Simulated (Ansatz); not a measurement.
# H2 ··· OCS

The pair of H2 (SMILES [H][H], atoms 1–2) and OCS (SMILES O=C=S, atoms 3–5), both closed shells, in one local arrangement (a lower one may exist), relaxed at PBE0-D4/def2-TZVP:

```
5
angstrom
H 0.4395 0.2094 -1.9018
H -0.1650 -0.2222 -1.9767
O -1.1092 -0.7288 1.0031
C -0.1983 -0.0726 1.2624
S 1.0330 0.8143 1.6130
```

Ansatz 0.2.0; basis: def2-TZVPPD, with def2-QZVPPD for the basis limit; cores frozen in the correlated methods. B3LYP uses VWN-RPA correlation. Extrapolation: Hartree–Fock as exp(−7.88 √X), correlation as X^−2.97. Interaction energies count from these two fragments, frozen as in the pair, with the counterpoise correction; negative means bound.

(1) What is the interaction energy by CCSD(T) at an estimated basis limit (MP2 extrapolated from triple and quadruple zeta, plus CCSD(T) − MP2 in triple zeta)? (To be estimated.)

(2) Which atoms make the shortest contact between the fragments?

The T1 diagnostic stays at or below 0.020.

Answers

(1) The calculation gives: -2.0 kJ/mol. Hartree–Fock alone gives 0.7 kJ/mol at the basis limit, so without correlation the pair would not bind at this distance. It counts from the two fragments frozen as in the pair.

The same quantity by other methods in triple zeta, and each one's difference from that estimate:
```json
{"method": "PBE-D4", "E_int (kJ/mol)": "-2.6", "difference": "-0.5"}
{"method": "revPBE-D4", "E_int (kJ/mol)": "-1.8", "difference": "0.3"}
{"method": "BLYP-D4", "E_int (kJ/mol)": "-1.0", "difference": "1.0"}
{"method": "r2SCAN-D4", "E_int (kJ/mol)": "-1.4", "difference": "0.7"}
{"method": "B97M-V", "E_int (kJ/mol)": "-1.8", "difference": "0.2"}
{"method": "PBE0-D4", "E_int (kJ/mol)": "-2.3", "difference": "-0.2"}
{"method": "B3LYP-D4", "E_int (kJ/mol)": "-1.5", "difference": "0.5"}
{"method": "HSE06-D4", "E_int (kJ/mol)": "-2.3", "difference": "-0.2"}
{"method": "wB97X-V", "E_int (kJ/mol)": "-2.1", "difference": "-0.1"}
{"method": "wB97M-V", "E_int (kJ/mol)": "-1.9", "difference": "0.2"}
{"method": "B2PLYP", "E_int (kJ/mol)": "-0.4", "difference": "1.6"}
{"method": "HF", "E_int (kJ/mol)": "0.7", "difference": "2.8"}
{"method": "MP2", "E_int (kJ/mol)": "-1.7", "difference": "0.3"}
{"method": "CCSD", "E_int (kJ/mol)": "-1.3", "difference": "0.7"}
{"method": "CCSD(T)", "E_int (kJ/mol)": "-1.7", "difference": "0.4"}
```
Differences are method less estimate.

(2) H2 and O3, 3.17 Å apart.

Basis-set superposition shift (counterpoise-corrected less uncorrected): CCSD(T) 0.5; MP2 0.5; HF 0.1; PBE0-D4 0.0; wB97M-V 0.1 kJ/mol.

For scale, one of the runs: CCSD(T)/def2-TZVPPD, 162 basis functions, launched by `ansatz run in.yaml --threads 2 --pin off --events-out ev --progress --plain --max-ram 5222MiB`. Hardware: 2 CPU threads of an Arm Neoverse V2, shared host. Wall time 14 s; peak host memory 1.2 GiB.
